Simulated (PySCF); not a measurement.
Al(F)(Me)(NCO) (C2H3AlFNO), SMILES [N](=C=O)[Al]([F])[CH3].

Geometry: r2SCAN-D4/def2-SVP. The structure was generated by enumeration; whether it is a known compound was not checked. Other conformers were not sampled.

Calculation: TDA-PBE/def2-SVPD in PySCF.

Vertical excitations. Isolated molecule, no solvent.

```csv
state,energy (eV),λ (nm),f,main pairs
S1,5.70,218,0.002,HOMO→LUMO 99 %
S2,6.06,205,0.019,HOMO→LUMO+1 95 %
S3,6.22,199,0.012,HOMO−1→LUMO+1 94 %
S4,6.33,196,0.089,"HOMO−1→LUMO 78 %, HOMO→LUMO+2 13 %"
S5,6.59,188,0.033,HOMO−2→LUMO 96 %
S6,7.03,176,0.126,HOMO−2→LUMO+1 93 %
S7,7.40,168,0.000,HOMO−1→LUMO+2 99 %
S8,7.66,162,0.040,HOMO→LUMO+3 83 %
S9,7.81,159,0.241,"HOMO→LUMO+2 35 %, HOMO−2→LUMO+2 27 %, HOMO→LUMO+3 15 %, HOMO→LUMO+4 8 %"
S10,7.89,157,0.000,"HOMO−1→LUMO+3 62 %, HOMO−3→LUMO 37 %"
T1,5.55,223,0,HOMO→LUMO 97 %
T2,5.58,222,0,HOMO−1→LUMO 96 %
T3,5.88,211,0,HOMO→LUMO+1 98 %
T4,6.05,205,0,"HOMO−1→LUMO+1 79 %, HOMO−2→LUMO 19 %"
```
Triplets are in the Tamm–Dancoff approximation.
